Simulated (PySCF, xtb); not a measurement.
CH6FNOSi2, SMILES F[Si@H]1N[SiH2]CO1. One conformer was computed; it need not be the lowest.

Harmonic wavenumbers (cm⁻¹) from xtb with GFN2-xTB at its own minimum, in rising order: 79, 106, 178, 268, 372, 382, 454, 484, 528, 603, 637, 685, 712, 764, 767, 792, 853, 873, 920, 1094, 1133, 1182, 1271, 1475, 2240, 2257, 2420, 2917, 2947, 3538.

Problem. What does PBE-D3(BJ)/def2-SVP (PySCF) give at its own minimum? (An estimate is asked for; the answer gives what the named calculation found.)

Solution. 84, 92, 225, 326, 358, 416, 458, 495, 636, 660, 678, 726, 762, 809, 833, 853, 906, 909, 970, 1062, 1070, 1193, 1241, 1412, 2139, 2147, 2250, 2955, 3015, 3557. Paired by order, the mean absolute difference is 50 cm⁻¹ and the zero-point energies are 47.1 and 47.5 kcal/mol.
